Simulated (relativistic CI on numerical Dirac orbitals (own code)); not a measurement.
One change at a time: Fe⁹⁺

Base calculation: Dirac-Coulomb-Breit CI, KLI orbitals optimised for each configuration, QED by a radiative potential, unscaled Slater integrals.

Configurations in the expansion (outside the closed core [Ne]): 3s2 3p5, 3s 3p6, 3s2 3p4 3d, 3s 3p5 3d, 3p6 3d, 3s 3p4 3d2, 3s2 3p4 4s, 3s2 3p4 4p, 3s2 3p3 3d 4p, 3p6 4s, 3s2 3p4 4d, 3p6 4p, 3s 3p5 4s, 3s2 3p3 3d2, 3s2 3p2 3d3, 3s 3p3 3d3, 3s2 3p2 3d2 4s, 3s2 3p2 3d2 4p, 3s2 3p2 3d2 4d. Double excitations out of closed p, d and f shells are left out; levels of such configurations are missing from the list, as are those of other unlisted configurations, and high levels can miss mixing partners. These lack a partner that the ground configuration has and come out too high: 3s 3p5 4s.

Variants: (1) valence Slater integrals scaled by 0.9; (2) Breit term removed; (3) only the first 3 configurations. Shifts of the energy above 3s2 3p5 2P°_3/2, in cm⁻¹, for the lowest level and the first level of each name with at least 55 % of one term (blank where a level changes its place among those of its configuration and J or its character, or is not in the variant):

```
            Level    Base   Δ(1)  Δ(2)    Δ(3)
  3s2 3p5 2P°_3/2       0      0     0       0
  3s2 3p5 2P°_1/2   15631    +30  +416    +234
    3s 3p6 2S_1/2  286042  +9344  +241   -7397
3s2 3p4 3d 4D_7/2  389751  +5398  +848   -9871
3s2 3p4 3d 4D_5/2  389816  +5331  +732   -9816
3s2 3p4 3d 4D_3/2  391071  +5342  +668   -9770
3s2 3p4 3d 4D_1/2  392582  +5420  +685   -9734
3s2 3p4 3d 4F_9/2  422016  +1622  +801  -12075
3s2 3p4 3d 2P_1/2  424246  +1985  +661   -6694
3s2 3p4 3d 4F_7/2  427167  +1636  +811  -11941
3s2 3p4 3d 4F_5/2  430944  +1747  +850  -11904
3s2 3p4 3d 4F_3/2  432323  +1624  +792  -11531
3s2 3p4 3d 2D_3/2  438820   +666  +696   -8237
3s2 3p4 3d 4P_1/2  439344   +342  +589   -9558
```

At this charge energies of transitions that change n are usually good to better than 1 %, and those within a shell (Δn = 0) to a few per cent.

Ionisation energy from the two ground configurations alone: base 260.164 eV; valence Slater integrals scaled by 0.9 260.352 eV; Breit term removed 260.25 eV. The NIST ASD value (semi-empirical) is 262.1 eV.

LS names give the leading component of a level, which can be under half, so a name can repeat, a term be missing and a line seem to break the LS rules.
